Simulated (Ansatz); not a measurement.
`O[CH2][InH][OH]` and `O[CH2][InH][I]` differ in one atom or group.

Ansatz, PBE0-D4/def2-TZVP geometries, multiplicity 1. Each molecule was computed in one conformer, which needn't be the lowest.

Elements past krypton have def2 core potentials.  Spin–orbit coupling is left out; it splits and shifts lone-pair levels of the heavy atoms by tenths of an eV.

```csv
property,`O[CH2][InH][OH]`
size of the dipole moment (PBE/def2-TZVPP) / D,2.75
HOMO–LUMO gap (PBE/def2-TZVPP) / eV,3.64
HOMO energy (B3LYP/def2-TZVPP) / eV,-6.83
HOMO energy (PBE0/def2-TZVPP) / eV,-7.02
LUMO energy (ωB97M-V/def2-TZVPP) / eV,0.05
HOMO–LUMO gap (B3LYP/def2-TZVPP) / eV,5.18
```

What does the change do to each property? (Estimate.)

Computed: 
```tsv
property	`O[CH2][InH][I]`	shift
size of the dipole moment (PBE/def2-TZVPP) / D	2.76	0.01
HOMO–LUMO gap (PBE/def2-TZVPP) / eV	3.30	-0.34
HOMO energy (B3LYP/def2-TZVPP) / eV	-6.96	-0.13
HOMO energy (PBE0/def2-TZVPP) / eV	-7.15	-0.13
LUMO energy (ωB97M-V/def2-TZVPP) / eV	-0.45	-0.50
HOMO–LUMO gap (B3LYP/def2-TZVPP) / eV	4.75	-0.43
```

With PBE0 the HOMO falls by 0.13 eV and the LUMO falls by 0.58 eV, so the gap narrows by about 0.45 eV. PBE moves the HOMO by -0.24 eV and ωB97M-V by -0.04 eV. The zero-point energy changes by -33.3 kJ/mol with -3 modes. Dipoles are sizes alone; their direction can turn.

Positive LUMOs are unbound, so they and the gaps depend on the basis.

B3LYP here is the variant with VWN-RPA as its local correlation; programs differ in this.
